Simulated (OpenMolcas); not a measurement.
## Ir4+: moving or changing the point charges

Ir4+ among 4 point charges of -2.5 e arranged as a square (D4h), 2.11 Å from the ion.

```
Program             : OpenMolcas
Method              : SS-CASPT2, IPEA 0.25 Eh, imaginary shift 0.1 Eh (closed shells correlated: 5s 5p)
Basis               : ANO-RCC-VDZP [7s6p4d2f]
Scalar Hamiltonian  : DKH2, point nucleus
Active space        : 5 electrons in 5 orbitals (5d)
State averaging     : 2S+1 = 6 even, 1 root; 2S+1 = 4 even, 24 roots; 2S+1 = 2 even, 75 roots
Spin-orbit coupling : RASSI with atomic mean-field integrals over the reference wave functions
```

Runs around this geometry, states (labels of D4, the rotations of D4h). Energies in cm-1 above the lowest state or level, χT in cm3 K/mol.

| R (Å) | q (e) | Ground state | First state of that spin | First gap with spin-orbit (degeneracies) | χT at 300 K | First state of another spin |
| --- | --- | --- | --- | --- | --- | --- |
| 2.11 | -1.25 | 6A1 |  | 280 (2, 2) | 3.700 | 4B1 20180 |
| 1.97 | -2.5 | 4B1 | 4E 8080 | 2310 (2, 2) | 0.654 | 6A1 5400 |
| 2.11 | -2.5 | 6A1 |  | 1600 (2, 2) | 1.812 | 4B1 3750 |
| 2.31 | -2.5 | 6A1 |  | 660 (2, 2) | 3.015 | 4B1 12400 |

The ground state changes within this set.

Free-ion shares, where given, are those of the reference states; single-state CASPT2 does not remix them. Spin-orbit coupling mixes the spin-free states strongly: the lowest level takes only 46 % from its leading state, 4B1 (figures for R = 1.97, q = -2.5; the like holds for R = 2.11, q = -2.5). Point charges give a weaker field than real ligands, and real ions of this kind are as a rule low spin; the high spin found here belongs to the model (holds for R = 2.11, q = -1.25; R = 2.11, q = -2.5; R = 2.31, q = -2.5). This shell can be high or low spin here, a state of another spin lies low, and with metal d orbitals alone active their balance is uncertain, so the ground spin may be wrong, although the usual error favours high spin (holds for R = 1.97, q = -2.5). This shell can be high or low spin here, a state of another spin lies low, and with metal d orbitals alone active their balance is uncertain, so the ground spin may be wrong (holds for R = 2.11, q = -2.5; R = 2.31, q = -2.5). Point charges carry no covalency, so the field is a model and not that of real ligands. No measured value stands beside these numbers.
